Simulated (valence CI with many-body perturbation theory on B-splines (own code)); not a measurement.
Values are calculated unless marked as measured or tabulated.
**Hyperfine factors and g values of Pr⁵¹⁺**

Method: valence CI with perturbative core correlation (CI+MBPT): six valence electrons over a frozen Dirac-Fock core [He], a basis of 9 s, 9 p, 8 d, 6 f, 3 g, 1 h functions for each j, with the one-electron correlation potential Σ1 (screened to all orders), the two-electron term Σ2, the three-electron term Σ3, Breit, model QED; selected single and double excitations, second order for the rest, scaled by the run's own slope (own B-spline code, finite nucleus).

The last digits are not significant, and no measured levels were compared; by estimate large intervals hold to a few tenths of a per cent, small ones and those within an open d or f shell to about a per cent. Among the levels kept, up to 2400 cm⁻¹ of a level comes from second order outside the variational space, and about a tenth of that is noise between levels of different J, which matters for small intervals.

A/g_I is the dipole constant over the nuclear g factor μ/I (μ in nuclear magnetons, uniformly magnetised nucleus), B/Q the quadrupole constant per barn. Both hold the static response of the core; the bare values leave it out. Large factors of s and p1/2 electrons are usually good to 5 to 10 %; those of open d and f shells near neutrality can be off by tens of per cent, and small factors of p3/2, d and f electrons come from cancelling terms and can be off by a factor of two or in sign, in half-filled shells by more. B is blank for J = 1/2, where it vanishes, and for nearly pure S terms. Energies count from the lowest level. Levels with J = 0 are left out.

Levels are named by their leading jj configuration (3d3/2^4 stands for four electrons in 3d with j = 3/2), which in mixed levels can hold well under half, so a name can repeat and another be missing. Letters in brackets count levels of one name in rising energy.

```tsv
Level	E (× 10³ cm⁻¹)	g	A/g_I (MHz)	A/g_I bare	B/Q (MHz/b)	B/Q bare
(2s^2 2p1/2^2 2p3/2^2) J=2	0.00	1.326	386000	396000	71300	71400
(2s^2 2p1/2 2p3/2^3) J=1	4017.5	1.481	-204000	-187000	-376000	-377000
(2s^2 2p1/2 2p3/2^3) J=2	4158.5	1.129	993000	996000	-826000	-828000
(2s 2p1/2^2 2p3/2^3) J=2	6382.4	1.478	2430000	2420000	-750000	-751000
(2s 2p1/2^2 2p3/2^3) J=1	6871.2	1.191	-1630000	-1580000	-256000	-256000
(2s 2p1/2 2p3/2^4) J=1	10739	1.260	5650000	5590000	-116000	-116000
(2s^2 2p1/2^2 2p3/2 3s) J=2	43450	1.510	889000	892000	720000	721000
(2s^2 2p1/2^2 2p3/2 3s) J=1	43507	1.172	-119000	-99600	371000	372000
(2s^2 2p1/2^2 2p3/2 3p1/2) J=1	44147	1.495	284000	298000	357000	358000
(2s^2 2p1/2^2 2p3/2 3p1/2) J=2	44162	1.183	484000	491000	702000	704000
(2s^2 2p1/2^2 2p3/2 3p3/2) J=3	45295	1.337	246000	253000	922000	923000
(2s^2 2p1/2^2 2p3/2 3p3/2) J=1	45296	1.362	243000	251000	-363000	-364000
(2s^2 2p1/2^2 2p3/2 3p3/2) J=2	45466	1.320	250000	257000	33000	33100
(2s^2 2p1/2^2 2p3/2 3d3/2) J=2	46039	1.032	222000	227000	-5040	-5020
(2s^2 2p1/2^2 2p3/2 3d3/2) J=3	46089	1.104	218000	224000	702000	704000
(2s^2 2p1/2^2 2p3/2 3d3/2) J=1	46111	1.111	218000	223000	-298000	-298000
(2s^2 2p1/2^2 2p3/2 3d5/2) J=4	46354	1.251	157000	161000	739000	741000
(2s^2 2p1/2^2 2p3/2 3d5/2) J=2	46425	1.244	52900	54100	-499000	-500000
(2s^2 2p1/2^2 2p3/2 3d5/2) J=3	46529	1.195	136000	140000	-92700	-92600
(2s^2 2p1/2^2 2p3/2 3d5/2) J=1	46597	1.043	-244000	-252000	79100	79400
(2s^2 2p1/2 2p3/2^2 3s) J=2 [a]	47345	1.583	504000	510000	97500	97700
(2s^2 2p1/2 2p3/2^2 3s) J=1 [a]	47418	1.306	-704000	-680000	27200	27200
(2s^2 2p1/2 2p3/2^2 3s) J=3	47527	1.312	1130000	1130000	-4350	-4360
(2s^2 2p1/2 2p3/2^2 3s) J=2 [b]	47576	1.035	664000	673000	-23900	-23900
(2s^2 2p1/2 2p3/2^2 3s) J=1 [b]	47843	1.313	2610000	2590000	-13100	-13100
(2s^2 2p1/2 2p3/2^2 3p1/2) J=1 [a]	48029	1.644	-300000	-280000	38700	38700
(2s^2 2p1/2 2p3/2^2 3p1/2) J=2 [a]	48090	1.208	452000	460000	14300	14300
(2s^2 2p1/2 2p3/2^2 3p1/2) J=3	48220	1.095	866000	869000	-14800	-14800
(2s^2 2p1/2 2p3/2^2 3p1/2) J=2 [b]	48434	1.315	581000	590000	53400	53500
(2s^2 2p1/2 2p3/2^2 3p1/2) J=1 [b]	48498	0.649	1800000	1790000	-3370	-3370
(2s^2 2p1/2 2p3/2^2 3p3/2) J=3 [a]	49134	1.425	413000	418000	306000	306000
(2s^2 2p1/2 2p3/2^2 3p3/2) J=2 [a]	49181	1.421	-20700	-10500	35200	35200
```

(1) Take the isotope of mass number 141, with I = 5/2, μ = 4.266 μN and Q = -0.0589 b. What is the hyperfine structure of (2s^2 2p1/2^2 2p3/2^2) J=2?

## Answers

(1) From the table A = 659000 MHz, B = -4200 MHz. Shifts from the centre of gravity in MHz: F = 1/2: -4620000, F = 3/2: -3630000, F = 5/2: -1980000, F = 7/2: 331000, F = 9/2: 3290000.
